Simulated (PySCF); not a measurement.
Br$_{4}$Sn (SMILES [Br][Sn]([Br])([Br])[Br]), singlet, at a GFN2-xTB geometry (such geometries of metal compounds can be far from the true shape) (all electrons, no relativity). Base run: SVWN5/STO-3G in PySCF.

The PySCF input:
```python
from pyscf import gto, scf, dft

mol = gto.M(
    atom='''
Br   -0.911861    2.255196   -0.770926
Sn   -0.000000    0.000000    0.000000
Br   -1.756461   -1.808170   -0.396347
Br    0.557732    0.113383    2.487530
Br    2.110590   -0.560409   -1.320257
''',
    basis='sto-3g',
    charge=0,
    spin=0,
    verbose=4,
)

mf = dft.RKS(mol)
mf.xc = 'lda,vwn'
mf.kernel()
mf.analyze()
```

The base run was repeated with changes; each row names its change, and settings that it needs were set with it.

```
change                                       ΔE vs base (µEh)  SCF cycles
-------------------------------------------  ----------------  ----------
base                                                      0.0           7
level_shift = 0.5 (with mf.max_cycle = 100)               0.0          17
conv_tol = 1e-6                                           0.0           6
level_shift = 1.0 (with mf.max_cycle = 100)               0.0          32
diis_space = 4                                            0.0           7
DIIS = ADIIS                                              0.0          15
init_guess = vsap                                         0.0           7
diis_space = 12                                           0.0           7
conv_tol = 1e-12                                          0.0          23
conv_tol = 1e-11                                          0.0           9
init_guess = mod_huckel                                   0.0           7
solver = newton                                           0.0           -
init_guess = atom                                         0.0           7
```
